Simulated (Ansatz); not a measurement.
Species: Hg₂, charge 2, multiplicity 1. 
Coordinates optimised at B3LYP-D3(BJ)/def2-TZVP (Ansatz, a quantum-chemistry and plane-wave program):
```
Hg
Hg 1 2.7178
```
Charge +2, spin multiplicity 1.

Basis-set convergence of Hartree-Fock and CCSD correlation energies (hartree) with Ansatz. Cores are frozen in the correlated levels unless marked. Spin-orbit coupling is left out. Frozen are the shells of the preceding noble gas and the d and f shells that filled before the atom's block. Past Kr the def2 sets carry scalar-relativistic core potentials.

```tsv
basis	functions	E(HF)	E(corr, CCSD)
def2-SVP	64	-304.33349	-0.48745
def2-TZVPP	118	-304.34925	-0.70931
def2-QZVPP	176	-304.35073	-0.74481
```

Extrapolating the two largest sets (X = 3 and 4) as X^-3: E(corr) = (64·(-0.74481) - 27·(-0.70931))/37 = -0.7707 Eh, an estimate of the basis-set limit. The largest set recovers 96.6 % of it, the smallest 63.2 %.
